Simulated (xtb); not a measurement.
Si(H)2(Br)(OEt) (C₂H₇BrOSi), SMILES C(C)O[SiH2]Br. All values are semi-empirical tight-binding results from xtb (GFN2-xTB unless named), good for trends rather than for accurate numbers. The structure is a stationary point at GFN2-xTB. The values are those of a single conformer.

Optimised geometry:

Bonds (Å): Si1–Br2 2.215, Si1–O3 1.603, Si1–H6 1.455, Si1–H7 1.444, O3–C4 1.403, C4–C5 1.519, C4–H8 1.097, C4–H9 1.097, C5–H10 1.087, C5–H11 1.087, C5–H12 1.086. Angles (°): Br2–Si1–O3 108.9, Br2–Si1–H6 103.9, Br2–Si1–H7 108.9, O3–Si1–H6 114.3, O3–Si1–H7 102.3, H6–Si1–H7 118.4, Si1–O3–C4 132.5, O3–C4–C5 109.5, O3–C4–H8 108.8, O3–C4–H9 109.5, C5–C4–H8 110.5, C5–C4–H9 110.2, H8–C4–H9 108.3, C4–C5–H10 110.0, C4–C5–H11 110.1, C4–C5–H12 109.7, H10–C5–H11 108.7, H10–C5–H12 109.1, H11–C5–H12 109.2.

```json
{
 "orbital_gap": "6.13 eV",
 "zero_point_energy": "54.9 kcal/mol",
 "G − E(el) at 298.15 K (modified RRHO)": "33.8 kcal/mol",
 "static polarisability (D4 model)": "79.9 bohr³",
 "solvation energy, GFN2-xTB/ALPB(water)": "-0.5 kcal/mol",
 "solvation energy, GFN2-xTB/ALPB(octanol)": "-4.0 kcal/mol"
}
```

Computed atomic charges and the Wiberg bond orders between heavy atoms:
charges (e) Si1 0.55, Br2 -0.22, O3 -0.37, C4 0.10, C5 -0.11, H6 -0.08, H7 -0.08, H8 0.02, H9 0.03, H10 0.06, H11 0.05, H12 0.05. Bond orders Si1–Br2 1.08, Si1–O3 1.20, O3–C4 0.97, C4–C5 1.02.
